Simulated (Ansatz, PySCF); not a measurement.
Species: H₃S₂ (charge +1, singlet). It need not be the lowest isomer of its formula. SMILES: [SH2+]S
Structure (B3LYP-D3(BJ)/def2-TZVP (Ansatz, an electronic-structure program) minimum search):
```xyz
5

S     -0.8128    -0.1252     0.5607
S      0.8973     0.1229    -0.5928
H     -1.7033    -0.5286    -0.3799
H      1.6348    -0.5812     0.2913
H     -1.2829     1.1466     0.6035
```
Charge +1, spin multiplicity 1.

Quantity: vertical ionisation energy (to the doublet state of charge +2; each state is the SCF solution reached for its spin), in eV. Valence correlation only, unless marked. Open shells are spin-unrestricted. Spin-orbit coupling is left out. Non-relativistic. Basis-set limits of correlation are two-point, X^-3; Hartree-Fock from the larger set. [CCSD(T)-MP2]/basis is that difference in the basis named.

| level | program | vertical ionisation energy (eV) | minus last row |
|---|---|---|---|
| B3LYP/def2-TZVPD | Ansatz | 16.63 | -0.12 |
| M06-2X/def2-TZVPD | PySCF | 16.68 | -0.07 |
| wB97X-V/def2-TZVPD | Ansatz | 16.65 | -0.10 |
| MP2/def2-SVPD | Ansatz | 16.44 | -0.31 |
| MP2/aug-cc-pV(T+d)Z | Ansatz | 16.65 | -0.10 |
| MP2/def2-TZVPPD | Ansatz | 16.62 | -0.13 |
| RI-MP2/def2-TZVPPD | Ansatz | 16.62 | -0.13 |
| RI-MP2/def2-QZVPPD | Ansatz | 16.71 | -0.04 |
| SCS-MP2/def2-SVPD | Ansatz | 16.39 | -0.36 |
| SCS-MP2/def2-TZVPPD | Ansatz | 16.57 | -0.18 |
| CCSD/aug-cc-pV(D+d)Z | Ansatz | 16.34 | -0.41 |
| CCSD/def2-SVPD | Ansatz | 16.34 | -0.41 |
| CCSD(T)/aug-cc-pV(T+d)Z | Ansatz | 16.62 | -0.13 |
| RI-MP2/CBS(def2-TZVPPD,def2-QZVPPD)+[CCSD(T)-MP2]/def2-TZVPPD | Ansatz | 16.74 | -0.01 |
| RI-MP2/CBS(aug-cc-pV(T+d)Z,aug-cc-pV(Q+d)Z)+[CCSD(T)-MP2]/aug-cc-pV(T+d)Z | Ansatz | 16.75 | 0.00 |

For comparison, minus the highest occupied orbital energy (PySCF): 12.91 eV at BP86/def2-TZVPD, 15.26 eV at M06-2X/def2-TZVPD, 16.97 eV at HF/def2-TZVPD.
